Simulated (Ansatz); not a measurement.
Steps of a relaxation of CH₆BOSi (`C[B]O[SiH3]`) radical with UKS PBE-D4/def2-SVP.

```sh
$ ansatz run in.yaml --threads 4 --pin off --events-out ev --progress --plain --max-ram 10444MiB
```

```yaml
crystal:
  periodic: [false, false, false]
  atoms:
    - {symbol: C, position_ang: [-0.364900, 1.337800, -1.048000]}
    - {symbol: B, position_ang: [-0.937900, -0.070900, -0.676400]}
    - {symbol: O, position_ang: [-0.037400, -1.192600, -0.599200]}
    - {symbol: Si, position_ang: [0.510400, -1.293600, 1.070600]}
    - {symbol: H, position_ang: [0.330200, 1.718700, -0.327100]}
    - {symbol: H, position_ang: [0.062000, 1.368000, -2.063000]}
    - {symbol: H, position_ang: [-1.242800, 2.089800, -1.075500]}
    - {symbol: H, position_ang: [1.386100, -2.426800, 1.248000]}
    - {symbol: H, position_ang: [-0.754200, -1.504900, 1.949000]}
    - {symbol: H, position_ang: [1.131700, -0.076600, 1.524500]}
basis:
  gaussian: {orbitals: def2-SVP}
magnetization: {spin_polarized: true, initial_magnetization: 1}
hamiltonian: {xc: pbe, dispersion: d4}
relax: {f_tol: 0.03, max_steps: 200}
```

Positions (Å) and forces (eV/Å) along the path, 13 of 13 steps:

```xyz
10
step=1 energy=-11720.7641 eV
C    -0.365    1.338   -1.048   -3.000    0.932   -0.775
B    -0.938   -0.071   -0.676    2.052   -1.808   -0.346
O    -0.037   -1.193   -0.599   -1.069    1.707    1.334
Si    0.510   -1.294    1.071   -2.388   -0.604   -0.654
H     0.330    1.719   -0.327    1.062    0.307    0.861
H     0.062    1.368   -2.063    0.339   -0.202   -0.203
H    -1.243    2.090   -1.075    1.017   -0.658    0.043
H     1.386   -2.427    1.248    0.706   -0.813   -0.119
H    -0.754   -1.505    1.949    0.637    0.081   -0.364
H     1.132   -0.077    1.524    0.645    1.057    0.222
10
step=2 energy=-11721.1306 eV
C    -0.424    1.402   -1.106   -0.989    0.112   -0.210
B    -0.860   -0.054   -0.692    0.999   -0.969   -0.031
O     0.026   -1.133   -0.525   -0.851    1.295    0.871
Si    0.464   -1.354    1.151   -0.446   -0.149   -0.729
H     0.325    1.795   -0.402    0.379    0.049    0.191
H     0.022    1.378   -2.122    0.162   -0.016   -0.055
H    -1.275    2.137   -1.131    0.351   -0.389    0.003
H     1.389   -2.513    1.211    0.095   -0.216   -0.054
H    -0.759   -1.576    2.014    0.148    0.004   -0.158
H     1.177   -0.133    1.604    0.154    0.279    0.171
10
step=3 energy=-11721.2546 eV
C    -0.460    1.435   -1.156    0.349   -0.371   -0.065
B    -0.831   -0.005   -0.628   -0.341    0.604   -0.170
O     0.042   -1.009   -0.440    0.418   -0.286    0.755
Si    0.470   -1.382    1.196    0.287   -0.005   -0.519
H     0.337    1.862   -0.492   -0.166   -0.080   -0.122
H    -0.002    1.337   -2.171   -0.053    0.051    0.109
H    -1.302    2.139   -1.208   -0.176    0.142   -0.018
H     1.379   -2.588    1.136   -0.125    0.211   -0.015
H    -0.751   -1.662    2.007   -0.122   -0.029    0.055
H     1.201   -0.178    1.757   -0.071   -0.238   -0.010
10
step=4 energy=-11721.3193 eV
C    -0.482    1.467   -1.212    0.384   -0.422   -0.034
B    -0.807    0.063   -0.561   -0.220    0.565   -0.084
O     0.093   -0.918   -0.360    0.265   -0.116    0.429
Si    0.475   -1.421    1.238    0.367    0.030   -0.271
H     0.330    1.941   -0.599   -0.211   -0.083   -0.122
H    -0.046    1.311   -2.230   -0.070    0.052    0.109
H    -1.334    2.158   -1.282   -0.149    0.104   -0.015
H     1.379   -2.620    1.092   -0.140    0.115    0.018
H    -0.767   -1.737    2.008   -0.075   -0.030    0.027
H     1.241   -0.295    1.907   -0.150   -0.214   -0.057
10
step=5 energy=-11721.3966 eV
C    -0.503    1.496   -1.279    0.083   -0.386    0.128
B    -0.767    0.170   -0.445    0.195    0.402   -0.184
O     0.174   -0.788   -0.254   -0.059    0.127    0.070
Si    0.508   -1.472    1.275   -0.001    0.085    0.072
H     0.306    2.039   -0.725   -0.154   -0.052   -0.120
H    -0.095    1.267   -2.294   -0.048    0.012    0.133
H    -1.376    2.168   -1.375   -0.003   -0.030   -0.006
H     1.350   -2.696    1.041   -0.014    0.118    0.001
H    -0.764   -1.820    1.994    0.009   -0.029   -0.032
H     1.251   -0.416    2.066   -0.009   -0.248   -0.061
10
step=6 energy=-11721.4454 eV
C    -0.518    1.511   -1.324   -0.034   -0.288    0.256
B    -0.729    0.264   -0.362    0.144    0.463   -0.299
O     0.220   -0.680   -0.175    0.004   -0.113    0.254
Si    0.496   -1.494    1.309    0.235    0.106   -0.032
H     0.278    2.118   -0.822   -0.119   -0.031   -0.122
H    -0.120    1.218   -2.324   -0.026   -0.013    0.111
H    -1.411    2.153   -1.452    0.034   -0.045   -0.010
H     1.346   -2.693    1.000   -0.102   -0.001   -0.054
H    -0.796   -1.886    1.975    0.068    0.052   -0.055
H     1.316   -0.563    2.177   -0.203   -0.130   -0.049
10
step=7 energy=-11721.4984 eV
C    -0.534    1.521   -1.339    0.187   -0.003   -0.155
B    -0.594    0.383   -0.273   -0.270    0.086    0.231
O     0.321   -0.591   -0.096    0.130   -0.026   -0.102
Si    0.512   -1.517    1.326    0.071    0.012    0.112
H     0.240    2.235   -0.972   -0.043    0.024   -0.018
H    -0.173    1.150   -2.324    0.011   -0.020   -0.023
H    -1.472    2.088   -1.484   -0.026   -0.042    0.055
H     1.297   -2.736    0.942   -0.038    0.021   -0.027
H    -0.817   -1.889    1.920    0.012    0.006   -0.053
H     1.305   -0.693    2.303   -0.033   -0.059   -0.020
10
step=8 energy=-11721.5129 eV
C    -0.516    1.530   -1.342   -0.015    0.095   -0.049
B    -0.522    0.485   -0.160    0.130    0.194   -0.155
O     0.344   -0.548   -0.046   -0.065    0.093   -0.028
Si    0.514   -1.536    1.340   -0.014    0.003   -0.004
H     0.188    2.369   -1.111   -0.076   -0.218    0.105
H    -0.168    1.086   -2.302    0.017   -0.068    0.060
H    -1.502    2.009   -1.514    0.008   -0.073    0.059
H     1.265   -2.751    0.886    0.000   -0.001    0.006
H    -0.832   -1.912    1.888    0.015    0.002   -0.005
H     1.312   -0.783    2.364   -0.001   -0.028    0.011
10
step=9 energy=-11721.5228 eV
C    -0.526    1.526   -1.352    0.006   -0.029   -0.070
B    -0.496    0.526   -0.143    0.025    0.061   -0.051
O     0.373   -0.504   -0.029   -0.001   -0.087    0.098
Si    0.516   -1.528    1.338    0.012    0.064   -0.044
H     0.186    2.353   -1.119   -0.035   -0.027    0.012
H    -0.179    1.053   -2.300   -0.012    0.015    0.089
H    -1.517    1.993   -1.515    0.028   -0.012    0.023
H     1.253   -2.746    0.865   -0.004    0.029   -0.002
H    -0.840   -1.905    1.861    0.011    0.016   -0.010
H     1.314   -0.820    2.398   -0.030   -0.030   -0.044
10
step=10 energy=-11721.5259 eV
C    -0.510    1.533   -1.349    0.064   -0.077    0.075
B    -0.411    0.578   -0.109   -0.007   -0.005   -0.007
O     0.336   -0.548   -0.052   -0.012    0.059   -0.049
Si    0.506   -1.537    1.333   -0.027    0.042   -0.012
H     0.142    2.411   -1.143   -0.013    0.017   -0.013
H    -0.150    1.049   -2.282    0.006   -0.003   -0.035
H    -1.531    1.933   -1.503   -0.014    0.003    0.015
H     1.242   -2.758    0.871    0.002   -0.010   -0.004
H    -0.847   -1.901    1.865   -0.007   -0.024    0.020
H     1.307   -0.811    2.372    0.009   -0.001    0.011
10
step=11 energy=-11721.5270 eV
C    -0.500    1.534   -1.341    0.026   -0.016   -0.008
B    -0.369    0.583   -0.107   -0.004   -0.020    0.048
O     0.338   -0.570   -0.079   -0.013    0.026   -0.032
Si    0.499   -1.536    1.326   -0.014    0.008    0.032
H     0.127    2.432   -1.150   -0.005    0.006   -0.009
H    -0.150    1.056   -2.283    0.006    0.006   -0.023
H    -1.536    1.906   -1.474   -0.009    0.002    0.007
H     1.237   -2.765    0.889   -0.001   -0.001   -0.008
H    -0.855   -1.898    1.862    0.008   -0.006   -0.007
H     1.293   -0.794    2.360    0.005   -0.004    0.001
10
step=12 energy=-11721.5271 eV
C    -0.493    1.534   -1.340    0.020    0.067    0.024
B    -0.335    0.601   -0.093    0.059   -0.101   -0.046
O     0.330   -0.579   -0.085   -0.075    0.124    0.014
Si    0.493   -1.535    1.327    0.011   -0.037   -0.015
H     0.113    2.454   -1.168   -0.037   -0.046   -0.015
H    -0.146    1.056   -2.282   -0.006   -0.003    0.009
H    -1.540    1.882   -1.462    0.028   -0.016    0.007
H     1.230   -2.765    0.888    0.007   -0.003    0.006
H    -0.860   -1.905    1.859    0.003    0.012    0.010
H     1.291   -0.793    2.358   -0.009    0.003    0.006
10
step=13 energy=-11721.5278 eV
C    -0.486    1.539   -1.341    0.002    0.003   -0.004
B    -0.320    0.614   -0.089   -0.002    0.007    0.001
O     0.314   -0.579   -0.080    0.004   -0.014    0.010
Si    0.491   -1.540    1.327    0.000    0.002   -0.007
H     0.103    2.469   -1.183    0.002   -0.001    0.000
H    -0.141    1.055   -2.282    0.000    0.001    0.003
H    -1.539    1.867   -1.459   -0.003   -0.004    0.001
H     1.231   -2.767    0.884    0.000    0.001   -0.005
H    -0.858   -1.912    1.867   -0.005    0.000    0.000
H     1.287   -0.797    2.358    0.002    0.005    0.002
```

It took 29 s on 4 threads of an Arm Neoverse N1 on a shared host, with 0.17 GiB of host memory at the peak.
